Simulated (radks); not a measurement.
Isoelectronic series with 10 electrons, all held in the configuration [Ne], which need not be the ground one along the series. Calculated with a radial shooting solver on a logarithmic mesh with Libxc functionals: scalar-relativistic Kohn-Sham, PBE, spin-polarised, spherical densities, point nucleus. Total energies (hartree) and orbital eigenvalues (hartree):

ion	E (hartree)	2p	2s	1s
Ne	-129.01346	-0.49002	-1.33786	-30.53151
Mg2+	-199.43515	-2.45138	-3.67377	-47.04687
Si4+	-286.05692	-5.45923	-7.06976	-67.65752
S6+	-388.89390	-9.48739	-11.49724	-92.34469
Ar8+	-507.99391	-14.52932	-16.95119	-121.1148
Ca10+	-643.42170	-20.58350	-23.43302	-153.9830
Ti12+	-795.25498	-27.65049	-30.94704	-190.9697
Cr14+	-963.58304	-35.73203	-39.49945	-232.0993
Fe16+	-1148.50635	-44.83066	-49.09784	-277.3999
Ni18+	-1350.13647	-54.94948	-59.75106	-326.9033
Zn20+	-1568.59626	-66.09216	-71.46913	-380.6445
Ge22+	-1804.02007	-78.26280	-84.26322	-438.6624
Se24+	-2056.55415	-91.46595	-98.14566	-500.9993
Kr26+	-2326.35702	-105.7066	-113.1300	-567.7014
Sr28+	-2613.60000	-120.9901	-129.2310	-638.8188
Zr30+	-2918.46776	-137.3222	-146.4647	-714.4058
Mo32+	-3241.15891	-154.7091	-164.8486	-794.5211
Ru34+	-3581.88672	-173.1575	-184.4015	-879.2277
Pd36+	-3940.87988	-192.6743	-205.1437	-968.5939
Cd38+	-4318.38335	-213.2669	-227.0974	-1062.693
Sn40+	-4714.65934	-234.9431	-250.2862	-1161.603
